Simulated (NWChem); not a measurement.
A series in which one site is exchanged, each optimised at PBE0/def2-SVP with NWChem, gas phase unless a solvent is named. All stand in one matching conformer (torsions within 35°), which need not be the lowest. This build's default masses of Se (78.918 u) and Br (79.917 u) are each other's, which moves their modes by up to 0.6 %. Some are not confirmed as minima by frequencies. def2 effective core potentials on I; no spin-orbit coupling.

A: [NH2][Zn][I] (ZnNH$_{2}$I; site = I)
B: [NH2][Zn][Br] (ZnNH2Br; site = Br)
C: [Cl][Zn][NH2] (ZnNH$_{2}$Cl; site = Cl)
D: [NH2][ZnH] (ZnNH₃; site = H)

Values for A:

| Property | Value |
|---|---|
| dipole (D), PBE0/def2-SVP | 2.25 |
| orbital gap (eV), PBE0/def2-SVP | 5.94 |
| vertical ionisation energy, ΔSCF, PBE/def2-SVP (eV) | 8.62 |
| vertical ionisation energy, ΔSCF, PBE0/def2-SVP (eV) | 8.98 |
| static polarisability, PBE0/def2-SVPD (bohr³) | 69.2 |

Task: How do these values change for the other members?

Result: 
```
change from A                                             B      C      D
----------------------------------------------------  -----  -----  -----
dipole (D), PBE0/def2-SVP                             +0.17  +0.30  -1.25
orbital gap (eV), PBE0/def2-SVP                       +0.20  +0.30  +0.80
vertical ionisation energy, ΔSCF, PBE/def2-SVP (eV)   +0.33  +0.52  +0.31
vertical ionisation energy, ΔSCF, PBE0/def2-SVP (eV)  +0.28  +0.41  -0.10
static polarisability, PBE0/def2-SVPD (bohr³)         -14.8  -23.5  -33.6
```
